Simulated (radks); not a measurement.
Species: Hg I. Configuration: [Hg]. Method: scalar-relativistic Kohn-Sham, RPBE, spin-polarised, spherical densities, point nucleus; computed with a radial shooting solver on a logarithmic mesh with Libxc functionals.

Normalised radial functions P(r) = r R(r), r in bohr:

```
   r/bohr * 4f, o 6s (the largest magnitude, 1.48, reaches the edge; | marks zero, & curves that meet)
 0.002458                             *o
 0.002862                             *o
 0.003332                             *o
 0.003879                             *o
 0.004516                             *o
 0.005257                             *o
  0.00612                             *o
 0.007124                             *o
 0.008294                             *o
 0.009656                             *o
  0.01124                             *o
  0.01309                             *o
  0.01523                             *o
  0.01774                             &
  0.02065                             &
  0.02404                            o*
  0.02798                            o*
  0.03257                            o*
  0.03792                           o *
  0.04415                           o *
  0.05139                           o |*
  0.05983                            o|*
  0.06965                            o| *
  0.08109                             o  *
   0.0944                             |o  *
   0.1099                             | o   *
   0.1279                             |  o    *
   0.1489                             | o        *
   0.1734                             | o            *
   0.2019                             o                 *
    0.235                           o |                     *
   0.2736                          o  |                       *
   0.3185                         o   |                         *
   0.3708                          o  |                          *
   0.4316                            o|                         *
   0.5025                             | o                     *
    0.585                             |   o                *
    0.681                             |     o          *
   0.7928                             |     o      *
   0.9229                             |  o     *
    1.074                             o     *
    1.251                         o   |   *
    1.456                     o       | *
    1.695                  o          |*
    1.973                 o           *
    2.297                 o           *
    2.675                 o           *
    3.114                   o         *
    3.625                     o       *
     4.22                       o     *
    4.912                         o   *
    5.719                           o *
    6.658                            o*
    7.751                            o*
    9.023                             &
```

4f: eigenvalue -95.787 eV, 0 radial nodes, <r> = 0.483 bohr, 90 % of the charge inside 0.772 bohr. 6s: eigenvalue -6.710 eV, 5 radial nodes at r = 0.0194, 0.0780, 0.201, 0.455, 1.08 bohr, <r> = 2.71 bohr, 90 % of the charge inside 4.09 bohr.
